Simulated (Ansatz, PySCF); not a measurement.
Breaking the O4–H5 bond in H3OSb (SMILES [OH][SbH2]) (multiplicity 1 held, fragments rigid). Energies count from the point at 0.963 Å.
Geometry at that point (charge 0, multiplicity 1):
| atom | x (Å) | y (Å) | z (Å) |
|---|---|---|---|
| Sb | -0.1399 | -0.1885 | 0.1728 |
| H | -1.5793 | -0.0012 | -0.7491 |
| H | 0.3463 | -1.5010 | -0.8260 |
| O | 0.8768 | 1.1704 | -0.8710 |
| H | 1.3545 | 1.7530 | -0.2717 |

Restricted levels (R-, RO-) in cc, def2 and unpolarised 6-31G sets keep to the state of the molecule at rest. Unrestricted levels (U-) break spin symmetry where that is lower. Active spaces are followed from a long bond inwards. Curves can end on different states.

Cores are frozen in the correlated methods. Filled d and f shells under p-block atoms count as core. Rows in LANL2DZ carry no dispersion term and start afresh at each structure. LANL2DZ brings its own core potentials from Na on.

Programs: Ansatz (an electronic-structure program) with Gaussian orbitals; PySCF for LANL2DZ rows. Each number belongs to the level named beside it. In def2 rows elements past Kr take small-core potentials, without spin–orbit coupling.

Energies in kcal/mol.

| R (Å) | R-PBE/def2-TZVPP | U-PBE/def2-TZVPP | R-BP86/LANL2DZ | U-CCSD(T)/def2-TZVPP | FIC-MRCISD+Q on CASSCF(4,3)/def2-TZVPP |
|---|---|---|---|---|---|
| 0.770 | 37.2 | 37.2 | 44.0 | 35.0 | 34.6 |
| 0.866 | 7.7 | 7.7 | 10.5 | 6.6 | 6.4 |
| 0.963 | 0.0 | 0.0 | 0.0 | 0.0 | 0.0 |
| 1.059 | 3.7 | 3.7 | 1.6 | 4.8 | 4.9 |
| 1.155 | 13.0 | 13.0 | 9.2 | 15.1 | 15.4 |
| 1.300 | 31.3 | 31.3 | 25.6 | 34.4 | 35.0 |
| 1.444 | 50.2 | 50.2 | 43.2 | 54.7 | 54.6 |
| 1.685 | 78.1 | 78.1 | 70.0 | 83.2 | 81.4 |
| 1.926 | 99.2 | 95.9 | 91.1 | 103.0 | 98.5 |
| 2.214 | 116.3 | 104.7 | 108.8 | 112.7 | 108.8 |
| 2.599 | 129.8 | 108.7 | 123.1 | 115.2 | 113.7 |
| 3.081 | 138.6 | 110.0 | 132.5 | 115.7 | 115.2 |

Doubts at one or more of the structures used: a restricted determinant that unrestricted orbitals would lower (R-PBE/def2-TZVPP); a spin-contaminated determinant (U-PBE/def2-TZVPP, U-CCSD(T)/def2-TZVPP); T1 above 0.05 (U-CCSD(T)/def2-TZVPP); active orbitals that take no part (FIC-MRCISD+Q on CASSCF(4,3)/def2-TZVPP).
